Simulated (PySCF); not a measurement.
Structure from NMR data

An unknown has the formula C₇H₈FNSi. Its calculated NMR data are:

¹H NMR (600 MHz, computed): δ 8.77 (m, 1H), 8.76 (m, 1H), 7.94 (d, 1H), 7.50 (m, 1H), 7.30 (m, 1H), 7.17 (m, 1H), 5.36 (s, 2H).

¹³C{¹H} NMR (computed): δ 176.9, 169.9, 139.0, 136.5, 135.5, 125.3, 122.6.

Computed data (PySCF 2.14): PBE0-D3(BJ)/def2-SVP geometry, GIAO PBE0/pcSseg-1 shieldings. Isolated molecule, equivalent nuclei averaged, one conformer, relativity neglected.

Scale: ¹H, ¹³C vs TMS (reference shieldings calculated alike).

Problem. Deduce the structure.

Solution. 
1. The formula gives 5 degrees of unsaturation (1 ring in the answer).
2. 7 carbon signals for 7 carbons: no two carbons are equivalent.
3. Carbon types of the structure: 2 × C, 4 × CH, 1 × CH2, leaving 2 H on heteroatoms.
4. δC 176.9: C=N carbon.
5. δC 169.9: aromatic carbon bearing fluorine; an ipso carbon deshielded by its heteroatom.
6. δC 139.0: substituted aromatic carbon.
7. δC 136.5, 135.5, 125.3, 122.6: aromatic CH.
8. δH 8.77, 8.76: hydrogen on a C=N carbon.
9. δH 7.94, 7.50, 7.30, 7.17: hydrogen on an aromatic CH; the ring current deshields protons in the ring plane.
10. δH 5.36: hydrogen on a silicon bonded to C, N.

Structure: SMILES C=N[SiH2]c1cccc(F)c1.

The shifts were computed for this structure.

Splittings by ¹⁹F in the carbon and heteronuclear signals aren't shown, as no couplings were computed. Shifts are as computed. Against solution values, carbons near 30 ppm lie about +2 ppm off and those near 130 ppm about +5 ppm. Of 1211 compounds with measured shifts, 218 miss one by over three times the rms of a fit or turn the order of signals round; such compounds aren't used in these exercises. No couplings were computed; multiplicities are counted from neighbouring protons, with m where these are inequivalent, close in shift, in a saturated or five-membered ring or joined by F or P, and br s for small geminal =CH2 splittings.
